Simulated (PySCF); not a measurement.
Choosing a molecule for a target property.

All species are isolated and taken at one optimised geometry, non-relativistic unless stated; the electronic structure was computed with PySCF and density fitting.

Dipoles, sizes and rotational constants follow the conformer. The torsions of the flexible species, by atom-mapped SMILES:
- `[CH3:1][C@H:2]([F:3])[C:4](=[O:5])[O:6][C:7]([CH3:8])([CH3:9])[CH3:10]`: C1–C2–C4–O5 -63°, C2–C4–O6–C7 180°, C4–O6–C7–C8 -62°
- `[CH3:1][CH2:2][O:3]/[C:4]([O:5][CH3:6])=[C:7](/[CH3:8])[CH2:9][F:10]`: C1–C2–O3–C4 -85°, C2–O3–C4–O5 -69°, O3–C4–O5–C6 -45°, C4–C7–C9–F10 -107°
- `[CH3:1][CH2:2][O:3][C@@H:4]1[CH2:5][C@@H:6]1[C@@H:7]([F:8])[O:9][CH3:10]`: C1–C2–O3–C4 -79°, C2–O3–C4–C5 174°, C5–C6–C7–F8 69°, C6–C7–O9–C10 173°

The conformers of `CO[C@@]1(F)CCCCOC1` aren't listed.

Problem. Wanted: HOMO energy between -7.6 eV and -7.3 eV (PBE0/def2-SVPD) and vertical ionisation energy above 8.7 eV (ΔSCF PBE0/def2-SVPD), at PBE0-D3(BJ)/def2-SVP geometries. Which candidate meets both?
A. `CCO[C@@H]1C[C@@H]1[C@@H](F)OC`
B. `O([C@]1(F)COCCCC1)C`
C. `C[C@H](F)C(=O)OC(C)(C)C`
D. `CCO/C(OC)=C(/C)CF`

Solution. B. Computed values:
```csv
species,HOMO energy,vertical ionisation energy
C[C@H](F)C(=O)OC(C)(C)C,-7.92 eV,9.84 eV
O([C@]1(F)COCCCC1)C,-7.33 eV,9.18 eV
CCO[C@@H]1C[C@@H]1[C@@H](F)OC,-7.19 eV,9.05 eV
CCO/C(OC)=C(/C)CF,-6.51 eV,8.32 eV
```
